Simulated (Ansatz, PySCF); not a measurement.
Process, species as SMILES: O=BF + 3 [H][H] (H2) -> B (BH3) + F (HF) + O (H2O)
Geometries: B3LYP-D3(BJ)/def2-TZVP minima from Ansatz (an electronic-structure program).
Geometry of the first species:
```
B
O 1 1.2071
F 1 1.2860 2 180.00
```
Charge 0, spin multiplicity 1.

Wanted: energy of full hydrogenation (0 K, with B3LYP-D3(BJ) harmonic zero-point energies from PySCF), in eV. Correlated levels leave the core frozen unless marked. No spin-orbit coupling. Non-relativistic. CBS(X,Y): correlation extrapolated as X^-3; Hartree-Fock from the larger set.

```tsv
level	program	energy of full hydrogenation (eV)
PBE-D4/def2-TZVPD	Ansatz + dftd4	…
BLYP-D3(BJ)/def2-TZVPD	Ansatz + dftd3	2.13
TPSS-D3(BJ)/def2-TZVPD	PySCF + dftd3	2.08
M06-L/def2-TZVPD	PySCF	1.74
r2SCAN-D4/def2-TZVPD	Ansatz + dftd4	1.97
PBE0-D3(BJ)/def2-TZVP	Ansatz + dftd3	…
TPSSh-D3(BJ)/def2-TZVPD	PySCF + dftd3	1.95
r2SCAN0-D4/def2-TZVPD	Ansatz + dftd4	1.74
M06-2X/def2-TZVPD	PySCF	1.92
MN15/def2-TZVPD	PySCF	2.08
RPA@PBE/cc-pVQZ	Ansatz	1.83
SCS-MP2/cc-pVTZ	Ansatz	2.00
CCSD(T)/CBS(aug-cc-pVTZ,aug-cc-pVQZ)	Ansatz	…
```

Q: Some entries are withheld; supply them.

A: 
- PBE-D4/def2-TZVPD, energy of full hydrogenation (eV): 1.90
- PBE0-D3(BJ)/def2-TZVP, energy of full hydrogenation (eV): 1.79
- CCSD(T)/CBS(aug-cc-pVTZ,aug-cc-pVQZ), energy of full hydrogenation (eV): 1.77
